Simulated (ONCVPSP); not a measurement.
# What one change does to a pseudopotential (lanthanum, ONCV)

ONCVPSP 4.0.1 input, shortened (lines: element, Z, core and valence counts, functional; n l f; lmax; l rc ep ncon nbas qcut; lloc lpopt rc5 dvloc0; l nproj debl; icmod fcfact rcfact), PBEsol, scalar-relativistic:

```
  La 57.00    9    4  -116133      upf
    1    0    2.00
    2    0    2.00
    2    1    6.00
    3    0    2.00
    3    1    6.00
    3    2   10.00
    4    0    2.00
    4    1    6.00
    4    2   10.00
    5    0    2.00
    5    1    6.00
    5    2    1.00
    6    0    1.00
    3
    0    2.30    0.00    4    8    4.10
    1    2.10    0.00    4    7    4.50
    2    3.05    0.00    5    9    4.40
    3    2.10    0.11    4    7    4.80
    3    5    2.10    0.00
    0    2    1.70
    1    2    1.20
    2    2    0.90
    3    0    2.80
    4    0.55    0.00
```

In the f channel the program set the typed energies aside and used -0.376 Ha.

Change: d: rc 4.44.

Cutoffs: the cutoffs (Ha) at which the residual kinetic energy of the hardest occupied pseudo-wave falls to 1 and 0.1 mHa per electron; they do not see the model core or the augmentation charge, which bear on the density cutoff. Errors are all-electron minus pseudo energies relative to the spin-unpolarised reference configuration.

**Question.** What does the change do?

**Answer.** The potential gets neither clearly harder nor softer (9.8 Ha and 29 Ha → 9.8 Ha and 29 Ha); both files keep a bound ghost (p, s); of the 4 tests that both files solve, the error grows in 2 and shrinks in 1 by more than 15 % and 0.3 meV (median size 1.9 → 4.1 meV).

| quantity | base | changed |
| --- | --- | --- |
| cutoff, loose | 9.8 Ha | 9.8 Ha |
| cutoff, tight | 29 Ha | 29 Ha |
| loose cutoff by channel | s 7.3 Ha, p 9.8 Ha, d 6.0 Ha | s 7.3 Ha, p 9.8 Ha, d 5.0 Ha |
| bound ghosts | s, p | s, p |
| GHOST(+) flags under 300 eV | d at 72.1 eV | d at 74.8 eV |
| error for 5s2 5p6 5d1 6s2, meV [ΔE -6.00 eV] | +0.2 | +0.1 |
| error for 5s2 5p6 5d1 6s0, meV [ΔE 10.85 eV] | -3.5 | -4.9 |
| error for 5s2 5p6 5d0 6s0, meV [ΔE 29.76 eV] | -0.3 | +37 |
| error for 5s2 5p6 5d2 6s0, meV [ΔE 0.06 eV] | -9.7 | +3.3 |
| s: phases at 2.33 bohr within 0.05 rad from the reference energy up to (Ha; the scan ends near 5) | 0.6 | 0.6 |
| p: phases at 2.13 bohr within 0.05 rad from the reference energy up to (Ha; the scan ends near 5) | 2.0 | 2.0 |
| f: phases at 2.13 bohr within 0.05 rad from the reference energy up to (Ha; the scan ends near 5) | -0.2 | -0.2 |
| rms error of d²Exc/dni dnj with the model core, mHa | 0.19 | 0.24 |

Base: The cutoffs count occupied waves only; projector 1 of the f channel, the hardest unoccupied one, needs 51 Ha at the loose tolerance. Changed file: The cutoffs count occupied waves only; projector 1 of the f channel, the hardest unoccupied one, needs 51 Ha at the loose tolerance. A true bound ghost makes a file unfit for plane-wave use even where its test errors are small: the radial tests pick states by their node count and pass the ghost by.
